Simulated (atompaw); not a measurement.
## Reading a pseudo-wave (potassium (K))

Columns: radius, all-electron u(r) and pseudo u(r) of the 3d shell (level -0.46 eV) of potassium in the configuration [Ne] 3s2 3p6 3d0 4s0 4p1; PBE, scalar-relativistic, PAW (atompaw) scheme, atompaw 4.2.0.5.

| r (bohr) | all-electron | pseudo |
| --- | --- | --- |
| 0.115 | 0.0064 | 0.0001 |
| 0.231 | 0.0297 | 0.0010 |
| 0.346 | 0.0619 | 0.0035 |
| 0.462 | 0.0961 | 0.0080 |
| 0.577 | 0.1278 | 0.0152 |
| 0.692 | 0.1557 | 0.0252 |
| 0.808 | 0.1798 | 0.0383 |
| 0.923 | 0.1995 | 0.0541 |
| 1.038 | 0.2153 | 0.0725 |
| 1.154 | 0.2277 | 0.0930 |
| 1.269 | 0.2372 | 0.1147 |
| 1.385 | 0.2445 | 0.1372 |
| 1.500 | 0.2501 | 0.1593 |
| 1.615 | 0.2543 | 0.1805 |
| 1.731 | 0.2576 | 0.2002 |
| 1.846 | 0.2601 | 0.2175 |
| 1.962 | 0.2622 | 0.2323 |
| 2.077 | 0.2639 | 0.2442 |
| 2.192 | 0.2654 | 0.2535 |
| 2.308 | 0.2668 | 0.2604 |
| 2.423 | 0.2682 | 0.2651 |
| 2.538 | 0.2695 | 0.2683 |
| 2.654 | 0.2709 | 0.2706 |
| 2.769 | 0.2723 | 0.2722 |
| 2.885 | 0.2737 | 0.2737 |
| 3.000 | 0.2752 | 0.2752 |

**Question.** How many radial nodes do the two functions have?

**Answer.** The all-electron 3d function has n − l − 1 = 0; the pseudo-wave has 0.

**Question.** Is the pseudo-wave norm-conserving?

**Answer.** No, it belongs to a PAW set: the norm inside the radius is not constrained, and the difference is carried by the augmentation charge.
